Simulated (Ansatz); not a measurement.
System: H$_{2}$GeO$_{2}$, charge 0, singlet. H2GeO2 (SMILES [OH][Ge][OH]).
B3LYP-D3(BJ)/def2-TZVP minimum from Ansatz (a first-principles code):
```xyz
5

Ge     0.0676    -0.0640     0.4171
O      0.9551     0.8536    -0.8468
H      1.7451     1.2882    -0.5066
O     -1.2091    -0.6129    -0.7213
H     -1.8752    -1.1649    -0.2966
```
Charge 0, spin multiplicity 1.

Total energies in cc-pVDZ, 18 correlated electrons, 16 frozen orbitals. Radicals and triplets start from unrestricted determinants; spin-orbit coupling is neglected. Cores are frozen in correlated methods (noble-gas shells, and filled d and f shells in the p block). No relativity.

```json
[
 {"method": "HF", "program": "Ansatz", "energy (Eh)": "-2226.27100", "minus CCSDT(Q) (mEh)": "492.96"},
 {"method": "MP2", "program": "Ansatz", "energy (Eh)": "-2226.73332", "minus CCSDT(Q) (mEh)": "30.65"},
 {"method": "CCSD", "program": "Ansatz", "energy (Eh)": "-2226.74904", "minus CCSDT(Q) (mEh)": "14.93"},
 {"method": "CCSD(T)", "program": "Ansatz", "energy (Eh)": "-2226.76146", "minus CCSDT(Q) (mEh)": "2.50"},
 {"method": "CCSDT(Q)", "program": "Ansatz", "energy (Eh)": "-2226.76396", "minus CCSDT(Q) (mEh)": "0.00"}
]
```

Rough core times of Ansatz's runs on a shared machine: CCSD(T) under 20 s, CCSDT(Q) 80 s.
